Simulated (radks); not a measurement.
The numbers below are computed, except where a source is named.
All-electron atom: Hf3+ in [Xe] 4f14 5d1. Code: a radial shooting solver on a logarithmic mesh with Libxc functionals. Model: scalar-relativistic Kohn-Sham, PBEsol, spin-polarised, spherical densities, finite nucleus; open shells are filled with parallel spins first (spin-orbit coupling, left out, can overturn this in heavy ions); Fermi nuclear charge, rms radius 5.347 fm.

Normalised radial functions P(r) = r R(r), r in bohr:

r	5p up	4f up	5d up
0.0009302	0.0013	0.0000	0.0000
0.001074	0.0017	0.0000	0.0000
0.001251	0.0022	0.0000	0.0000
0.001444	0.0028	0.0000	0.0000
0.001668	0.0035	0.0000	0.0000
0.001926	0.0045	0.0000	0.0000
0.002225	0.0057	0.0000	0.0000
0.002569	0.0072	0.0000	0.0001
0.002967	0.0092	0.0000	0.0001
0.003427	0.0116	0.0000	0.0001
0.003989	0.0150	0.0000	0.0002
0.004607	0.0189	0.0000	0.0003
0.005321	0.0239	0.0000	0.0004
0.006145	0.0301	0.0000	0.0006
0.007097	0.0377	0.0000	0.0008
0.008196	0.0471	0.0000	0.0012
0.009465	0.0585	0.0001	0.0018
0.01093	0.0721	0.0001	0.0026
0.01273	0.0892	0.0002	0.0039
0.0147	0.1080	0.0003	0.0056
0.01697	0.1292	0.0005	0.0081
0.0196	0.1523	0.0008	0.0116
0.02264	0.1765	0.0013	0.0164
0.02614	0.2002	0.0022	0.0229
0.03019	0.2212	0.0036	0.0318
0.03487	0.2364	0.0059	0.0435
0.04059	0.2418	0.0098	0.0595
0.04688	0.2323	0.0157	0.0785
0.05414	0.2041	0.0248	0.1014
0.06253	0.1537	0.0386	0.1276
0.07221	0.0802	0.0591	0.1559
0.0834	-0.0137	0.0888	0.1837
0.09631	-0.1197	0.1306	0.2071
0.1112	-0.2235	0.1880	0.2209
0.1295	-0.3089	0.2686	0.2183
0.1495	-0.3439	0.3664	0.1933
0.1727	-0.3147	0.4850	0.1421
0.1995	-0.2127	0.6216	0.0643
0.2304	-0.0457	0.7693	-0.0348
0.266	0.1577	0.9174	-0.1432
0.3072	0.3520	1.0516	-0.2434
0.3548	0.4838	1.1567	-0.3149
0.4131	0.5055	1.2210	-0.3385
0.477	0.3930	1.2296	-0.2999
0.5509	0.1631	1.1872	-0.2012
0.6363	-0.1423	1.1009	-0.0526
0.7348	-0.4641	0.9822	0.1278
0.8486	-0.7423	0.8441	0.3176
0.9801	-0.9307	0.6995	0.4947
1.132	-1.0058	0.5586	0.6396
1.318	-0.9648	0.4225	0.7422
1.522	-0.8370	0.3107	0.7838
1.757	-0.6597	0.2180	0.7700
2.03	-0.4713	0.1450	0.7064
2.344	-0.3032	0.0905	0.6042
2.707	-0.1739	0.0524	0.4800
3.126	-0.0879	0.0279	0.3519
3.611	-0.0385	0.0134	0.2357
4.203	-0.0135	0.0054	0.1378
4.854	-0.0041	0.0020	0.0728
5.606	-0.0010	0.0006	0.0332
6.474	-0.0002	0.0001	0.0128

5p up: eigenvalue -62.856 eV, 3 radial nodes at r = 0.0818, 0.238, 0.597 bohr, <r> = 1.32 bohr, 90 % of the charge inside 1.94 bohr. 4f up: eigenvalue -44.236 eV, 0 radial nodes, <r> = 0.675 bohr, 90 % of the charge inside 1.14 bohr. 5d up: eigenvalue -27.523 eV, 2 radial nodes at r = 0.220, 0.665 bohr, <r> = 1.93 bohr, 90 % of the charge inside 2.93 bohr.
